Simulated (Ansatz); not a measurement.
Ag₂F₂, 4 atoms. Hardware: 4 threads of Arm Neoverse V2 on a shared host.

In the def2 sets Ag takes a core potential; there is no spin–orbit coupling. Correlated methods freeze 2 core orbitals; core or outer-core shells of Ag are correlated, in sets that lack core-valence functions.

Task: How many basis functions does each of these Ansatz runs have, and roughly what does it cost? r2SCAN-D4/def2-TZVP, charge 0 singlet, energy, from earlier orbitals; PBE-QIDH/def2-TZVP, charge 0 triplet, energy, from earlier orbitals; r2SCAN-D4/def2-TZVPD, charge 0 singlet, energy, from earlier orbitals; PBE0-D4/def2-SVP, charge -1 doublet at the geometry of the charge 0 singlet, energy with a search over starts; PBE-QIDH/def2-TZVP, charge 0 quintet, energy, from earlier orbitals; HF/STO-3G, charge 0 quintet, energy; RPA@PBE/def2-TZVP, charge 0 singlet, energy, from earlier orbitals; PBE0-D4/def2-TZVP, charge 0 triplet, energy, from earlier orbitals; LC-ωPBE/def2-TZVP, charge 0 triplet, energy, from earlier orbitals; PBE-QIDH/def2-TZVP, charge 0 singlet, energy, from earlier orbitals; RPA@PBE/def2-TZVP, charge 0 quintet, energy, from earlier orbitals; PBE0-D4/def2-SVP, charge 0 singlet, energy, from earlier orbitals.

Result: Other jobs shared the machine, so times can vary by a factor of up to 3. A dash marks memory too small to be measured apart from the calling script's.

```csv
run,functions,fitting or Cholesky vectors,wall time,peak host memory (GiB)
"HF/STO-3G, charge 0 quintet, energy",64,824,1.1 s,–
"PBE0-D4/def2-SVP, charge 0 singlet, energy, from earlier orbitals",90,924,1.2 s,–
"r2SCAN-D4/def2-TZVP, charge 0 singlet, energy, from earlier orbitals",142,1018,2.5 s,–
"PBE-QIDH/def2-TZVP, charge 0 singlet, energy, from earlier orbitals",142,1190,2.7 s,–
"RPA@PBE/def2-TZVP, charge 0 singlet, energy, from earlier orbitals",142,1190,2.7 s,–
"r2SCAN-D4/def2-TZVPD, charge 0 singlet, energy, from earlier orbitals",160,1100,2.8 s,–
"RPA@PBE/def2-TZVP, charge 0 quintet, energy, from earlier orbitals",142,1190,4.6 s,–
"PBE-QIDH/def2-TZVP, charge 0 triplet, energy, from earlier orbitals",142,1190,4.7 s,–
"PBE0-D4/def2-TZVP, charge 0 triplet, energy, from earlier orbitals",142,1084,5 s,–
"PBE0-D4/def2-SVP, charge -1 doublet at the geometry of the charge 0 singlet, energy with a search over starts",90,926,5.5 s,–
"PBE-QIDH/def2-TZVP, charge 0 quintet, energy, from earlier orbitals",142,1190,5.5 s,–
"LC-ωPBE/def2-TZVP, charge 0 triplet, energy, from earlier orbitals",142,1018,6.5 s,–
```
